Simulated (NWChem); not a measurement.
# SnBr cation, singlet; SMILES [Sn+][Br]

```xyz
2

Sn     0.0000     0.0000    -0.9937
Br     0.0000     0.0000     1.4316
```
Atoms are numbered in this order, from 1.

Low-valent species are run as closed-shell singlets; no triplet was tried in these runs. All runs use the structure optimised with PBE0/def2-SVP. def2 effective core potentials on Sn; no spin-orbit coupling.

**Question.** List the 6 lowest vertical singlet excitations from B3LYP/def2-SVP with def2 effective core potentials on Sn, full TDDFT (NWChem).

**Answer.** 
| state | energy (eV) | oscillator strength | leading excitation (squared amplitude) |
|---|---|---|---|
| S1 | 3.76 | 0.000 | HOMO−1 → LUMO+1 (0.50) |
| S2 | 3.93 | 0.000 | HOMO−1 → LUMO (0.50) |
| S3 | 3.93 | 0.000 | HOMO−1 → LUMO+1 (0.50) |
| S4 | 4.34 | 0.022 | HOMO−2 → LUMO (0.99) |
| S5 | 4.34 | 0.022 | HOMO−2 → LUMO+1 (0.99) |
| S6 | 4.99 | 0.068 | HOMO−1 → LUMO (0.44) |
